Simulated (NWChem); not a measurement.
System: C3H4ClF; SMILES C/C(F)=C\Cl

Excerpt of the output:

```
             Northwest Computational Chemistry Package (NWChem) 7.3.0
             --------------------------------------------------------

 CS  symmetry detected

                             Geometry "geometry" -> ""
                             -------------------------

 Output coordinates in angstroms (scale by  1.889725989 to convert to a.u.)

  No.       Tag          Charge          X              Y              Z
 ---- ---------------- ---------- -------------- -------------- --------------
    1 C                    6.0000    -1.42780170     1.03151059     0.00000000
    2 C                    6.0000     0.04593153     0.85410933     0.00000000
    3 F                    9.0000     0.73368595     2.02075531     0.00000000
    4 C                    6.0000     0.75999050    -0.26318440     0.00000000
    5 Cl                  17.0000     0.03950113    -1.81907228     0.00000000
    6 H                    1.0000    -1.72981540     1.59754679     0.88060628
    7 H                    1.0000    -1.92171600     0.06578647     0.00000000
    8 H                    1.0000    -1.72981540     1.59754679    -0.88060628
    9 H                    1.0000     1.83793208    -0.25806212     0.00000000

 Effective nuclear repulsion energy (a.u.)     211.1878134152

      Symmetry information
      --------------------

 Group name             Cs
 Group number              2
 Group order               2
 No. of unique centers     8

                                Z-matrix (autoz)
                                --------

 Units are Angstrom for bonds and degrees for angles

      Type          Name      I     J     K     L     M      Value
      ----------- --------  ----- ----- ----- ----- ----- ----------
    1 Stretch                  1     2                       1.48437
    2 Stretch                  1     6                       1.08953
    3 Stretch                  1     7                       1.08470
    4 Stretch                  1     8                       1.08953
    5 Stretch                  2     3                       1.35428
    6 Stretch                  2     4                       1.32598
    7 Stretch                  4     5                       1.71461
    8 Stretch                  4     9                       1.07795
    9 Bend                     1     2     3               113.65598
   10 Bend                     1     2     4               129.44650
   11 Bend                     2     1     6               109.71240
   12 Bend                     2     1     7               110.22325
   13 Bend                     2     1     8               109.71240
   14 Bend                     2     4     5               122.56991
   15 Bend                     2     4     9               122.31026
   16 Bend                     3     2     4               116.89752
   17 Bend                     5     4     9               115.11983
   18 Bend                     6     1     7               109.65274
   19 Bend                     6     1     8               107.84940
   20 Bend                     7     1     8               109.65274
   21 Torsion                  1     2     4     5          -0.00000
   22 Torsion                  1     2     4     9         180.00000
   23 Torsion                  3     2     1     6         -59.15499
   24 Torsion                  3     2     1     7         180.00000
   25 Torsion                  3     2     1     8          59.15499
   26 Torsion                  3     2     4     5         180.00000
   27 Torsion                  3     2     4     9           0.00000
   28 Torsion                  4     2     1     6         120.84501
   29 Torsion                  4     2     1     7           0.00000
   30 Torsion                  4     2     1     8        -120.84501

                           NWChem Geometry Optimization
                           ----------------------------

 maximum gradient threshold         (gmax) =   0.000450
 rms gradient threshold             (grms) =   0.000300
 maximum cartesian step threshold   (xmax) =   0.001800
 rms cartesian step threshold       (xrms) =   0.001200
 fixed trust radius                (trust) =   0.300000
 source of zmatrix                         =   autoz

          -------------------
          Energy Minimization
          -------------------

 Using diagonal initial Hessian
 Scaling for Hessian diagonals: bonds = 1.00  angles = 0.25  torsions = 0.10

          --------
          Step   0

                                 NWChem DFT Module
                                 -----------------

 Summary of "ao basis" -> "ao basis" (spherical)
 ------------------------------------------------------------------------------
       Tag                 Description            Shells   Functions and Types
 ---------------- ------------------------------  ------  ---------------------
 C                          def2-svp                 6       14   3s2p1d
 F                          def2-svp                 6       14   3s2p1d
 Cl                         def2-svp                 8       18   4s3p1d
 H                          def2-svp                 3        5   2s1p

      Symmetry analysis of basis
      --------------------------

        a'         66
        a"         28

            General Information
            -------------------
          SCF calculation type: DFT
          Wavefunction type:  closed shell.
          No. of atoms     :     9
          No. of electrons :    48
           Alpha electrons :    24
            Beta electrons :    24
          Charge           :     0
          Spin multiplicity:     1
          Use of symmetry is: on ; symmetry adaption is: on
          Maximum number of iterations: 150
          AO basis - number of functions:    94
                     number of shells:    44
          Convergence on energy requested:  1.00D-06
          Convergence on density requested:  1.00D-05
          Convergence on gradient requested:  5.00D-04

              XC Information
              --------------
                         PBE0 Method XC Functional
                     Hartree-Fock (Exact) Exchange  0.250
          PerdewBurkeErnzerhof Exchange Functional  0.750
            Perdew 1991 LDA Correlation Functional  1.000 local
           PerdewBurkeErnz. Correlation Functional  1.000 non-local

             Grid Information
             ----------------
          Grid used for XC integration:  medium
          Radial quadrature: Mura-Knowles
          Angular quadrature: Lebedev.
          Tag              B.-S. Rad. Rad. Pts. Rad. Cut. Ang. Pts.
          ---              ---------- --------- --------- ---------
          C                   0.70       49          10.0       434
          F                   0.50       49          10.0       434
          Cl                  1.00       88          11.0       590
          H                   0.35       45          11.0       434
          Grid pruning is: on
          Number of quadrature shells:   419
          Spatial weights used:  Erf1

      Superposition of Atomic Density Guess
      -------------------------------------

 Sum of atomic energies:        -673.48757819

      Non-variational initial energy
      ------------------------------

 Total energy =    -675.881780
 1-e energy   =   -1347.096136
 2-e energy   =     460.026543
 HOMO         =      -0.245177
 LUMO         =       0.065080

      Symmetry analysis of molecular orbitals - initial
      -------------------------------------------------

  Numbering of irreducible representations:

     1 a'          2 a"

  Orbital symmetries:

[...]

      ----------------------
      Optimization converged
      ----------------------

  Step       Energy      Delta E   Gmax     Grms     Xrms     Xmax
  ---- ---------------- -------- -------- -------- -------- --------
@    4    -676.04943374 -3.5D-07  0.00009  0.00002  0.00045  0.00100
                                     ok       ok       ok       ok

                                Z-matrix (autoz)
                                --------

 Units are Angstrom for bonds and degrees for angles

      Type          Name      I     J     K     L     M      Value     Gradient
      ----------- --------  ----- ----- ----- ----- ----- ---------- ----------
    1 Stretch                  1     2                       1.48017    0.00000
    2 Stretch                  1     6                       1.10162   -0.00002
    3 Stretch                  1     7                       1.09604   -0.00004
    4 Stretch                  1     8                       1.10162   -0.00002
    5 Stretch                  2     3                       1.33843   -0.00002
    6 Stretch                  2     4                       1.33608   -0.00001
    7 Stretch                  4     5                       1.72179    0.00009
    8 Stretch                  4     9                       1.09096   -0.00003
    9 Bend                     1     2     3               113.55722    0.00001
   10 Bend                     1     2     4               129.19107   -0.00002
   11 Bend                     2     1     6               110.04971    0.00000
   12 Bend                     2     1     7               110.86100    0.00001
   13 Bend                     2     1     8               110.04971    0.00000
   14 Bend                     2     4     5               123.39118   -0.00000
   15 Bend                     2     4     9               120.98759    0.00002
   16 Bend                     3     2     4               117.25172    0.00001
   17 Bend                     5     4     9               115.62124   -0.00001
   18 Bend                     6     1     7               109.22199   -0.00001
   19 Bend                     6     1     8               107.36156    0.00000
   20 Bend                     7     1     8               109.22199   -0.00001
   21 Torsion                  1     2     4     5          -0.00000    0.00000
   22 Torsion                  1     2     4     9         180.00000   -0.00000
   23 Torsion                  3     2     1     6         -59.06051   -0.00000
   24 Torsion                  3     2     1     7         180.00000    0.00000
   25 Torsion                  3     2     1     8          59.06051    0.00000
   26 Torsion                  3     2     4     5         180.00000    0.00000
   27 Torsion                  3     2     4     9           0.00000    0.00000
   28 Torsion                  4     2     1     6         120.93949   -0.00000
   29 Torsion                  4     2     1     7           0.00000    0.00000
   30 Torsion                  4     2     1     8        -120.93949    0.00000

                         Geometry "geometry" -> "geometry"
                         ---------------------------------

 Output coordinates in angstroms (scale by  1.889725989 to convert to a.u.)

  No.       Tag          Charge          X              Y              Z
 ---- ---------------- ---------- -------------- -------------- --------------
    1 C                    6.0000    -1.42287462     1.03582249     0.00000000
    2 C                    6.0000     0.04648095     0.85725127     0.00000000
    3 F                    9.0000     0.72551311     2.01064471     0.00000000
    4 C                    6.0000     0.75966629    -0.27256014     0.00000000
    5 Cl                  17.0000     0.04983855    -1.84122587     0.00000000
    6 H                    1.0000    -1.73360173     1.60955295     0.88760700
    7 H                    1.0000    -1.93388823     0.06619662     0.00000000
    8 H                    1.0000    -1.73360173     1.60955295    -0.88760700
    9 H                    1.0000     1.85036008    -0.24829854     0.00000000

 Effective nuclear repulsion energy (a.u.)     210.6663691203

      Symmetry information
      --------------------

 Group name             Cs
 Group number              2
 Group order               2
 No. of unique centers     8

                Final and change from initial internal coordinates
                --------------------------------------------------

                                Z-matrix (autoz)
                                --------

 Units are Angstrom for bonds and degrees for angles

[...]

 Rotational Constants
 --------------------
 A=   0.301195 cm-1  (  0.433342 K)
 B=   0.075030 cm-1  (  0.107949 K)
 C=   0.060755 cm-1  (  0.087410 K)

 Temperature                      =   298.15K
 frequency scaling parameter      =   1.0000

 Zero-Point correction to Energy  =   39.912 kcal/mol  (  0.063604 au)
 Thermal correction to Energy     =   43.394 kcal/mol  (  0.069152 au)
 Thermal correction to Enthalpy   =   43.986 kcal/mol  (  0.070096 au)

 Total Entropy                    =   75.400 cal/mol-K
   - Translational                =   39.516 cal/mol-K (mol. weight =  93.9985)
   - Rotational                   =   26.554 cal/mol-K (symmetry #  =        1)
   - Vibrational                  =    9.331 cal/mol-K

 Cv (constant volume heat capacity) =   18.467 cal/mol-K
   - Translational                  =    2.979 cal/mol-K
   - Rotational                     =    2.979 cal/mol-K
   - Vibrational                    =   12.508 cal/mol-K

[normal modes left out]

 ----------------------------------------------------------------------------
 Normal Eigenvalue ||           Projected Infra Red Intensities
  Mode   [cm**-1]  || [atomic units] [(debye/angs)**2] [(KM/mol)] [arbitrary]
 ------ ---------- || -------------- ----------------- ---------- -----------
    1       -0.000 ||    0.000031           0.001         0.030       0.020
    2        0.000 ||    0.000040           0.001         0.039       0.026
    3        0.000 ||    0.000002           0.000         0.002       0.001
    4        0.000 ||    0.000471           0.011         0.459       0.307
    5        0.000 ||    0.000066           0.002         0.065       0.043
    6        0.000 ||    0.000060           0.001         0.058       0.039
    7      156.038 ||    0.000158           0.004         0.154       0.103
    8      222.090 ||    0.002747           0.063         2.678       1.788
    9      262.671 ||    0.001495           0.034         1.457       0.973
   10      418.331 ||    0.004945           0.114         4.820       3.218
   11      467.217 ||    0.003920           0.090         3.821       2.551
   12      472.176 ||    0.001160           0.027         1.131       0.755
   13      818.500 ||    0.006511           0.150         6.347       4.238
   14      818.764 ||    0.045846           1.058        44.693      29.840
   15      952.054 ||    0.073505           1.696        71.656      47.842
   16     1020.243 ||    0.016215           0.374        15.807      10.554
   17     1048.761 ||    0.001269           0.029         1.237       0.826
   18     1208.731 ||    0.103819           2.395       101.208      67.572
   19     1321.692 ||    0.024183           0.558        23.575      15.740
   20     1417.659 ||    0.054304           1.253        52.938      35.345
   21     1442.212 ||    0.003294           0.076         3.211       2.144
   22     1444.352 ||    0.009748           0.225         9.503       6.345
   23     1773.725 ||    0.039079           0.902        38.096      25.435
   24     3063.541 ||    0.008355           0.193         8.145       5.438
   25     3145.174 ||    0.002920           0.067         2.846       1.900
   26     3205.233 ||    0.000442           0.010         0.431       0.288
   27     3252.985 ||    0.010246           0.236         9.989       6.669
 ----------------------------------------------------------------------------
```

Level: PBE0/def2-SVP. 

**Question.** Write an input that gives this output.

**Answer.** Several could match; the one computed here: the input that was run:
```
start job
memory heap 200 mb stack 900 mb global 1100 mb
geometry units angstroms
  C     -1.736995    -0.210440     0.502867
  C     -0.461406     0.548122     0.531454
  F     -0.512876     1.669451     1.289109
  C      0.690510     0.282274    -0.069079
  Cl     0.917177    -1.097381    -1.061584
  H     -2.013071    -0.503477     1.515275
  H     -1.633824    -1.094282    -0.117418
  H     -2.532114     0.422310     0.109792
  H      1.553707     0.919941     0.032193
end
basis spherical
  * library def2-svp
end
dft
  xc pbe0
  iterations 150
end
driver
  maxiter 120
end
task dft optimize
task dft freq
```
